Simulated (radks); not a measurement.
Q: All-electron atom: the gallium ion Ga+ in [Ne] 3s2 3p4 3d10 4s2 5s2 (not the ground configuration). Method: Dirac Kohn-Sham, PBEsol, spin-unpolarised, spherical densities, point nucleus; open shells fill j = l - 1/2 first; computed with a radial shooting solver on a logarithmic mesh with Libxc functionals. Some entries of the table are withheld. Estimate them.

orbital  occ.  eigenvalue (eV)  <1/r> (bohr^-1)  <r> (bohr)
1s1/2       2        -10270.99              (1)     0.04862
2s1/2       2        -1306.539            6.885      0.2176
2p1/2       2        -1163.037            6.849      0.1882
2p3/2       4        -1135.320            6.674      0.1917
3s1/2       2        -188.8219            2.225         (2)
3p1/2       2        -141.8693            2.107      0.6562
3p3/2       2        -138.0693            2.065      0.6659
3d3/2       4              (3)            1.783      0.7191
3d5/2       6              (4)            1.772      0.7230
4s1/2       2         -29.6289           0.7183       1.850
4p1/2       0         -19.6206           0.6113         (5)
4p3/2       0         -19.2507           0.6024         (6)
5s1/2       2          -7.9319           0.2834       4.562
4d3/2       0              (7)           0.3622       3.569
4d5/2       0              (8)           0.3611       3.580

A: 
(1) 1s1/2 <1/r> (bohr^-1): 31.29
(2) 3s1/2 <r> (bohr): 0.6423
(3) 3d3/2 eigenvalue (eV): -58.3275
(4) 3d5/2 eigenvalue (eV): -57.7903
(5) 4p1/2 <r> (bohr): 2.155
(6) 4p3/2 <r> (bohr): 2.183
(7) 4d3/2 eigenvalue (eV): -7.1369
(8) 4d5/2 eigenvalue (eV): -7.1134
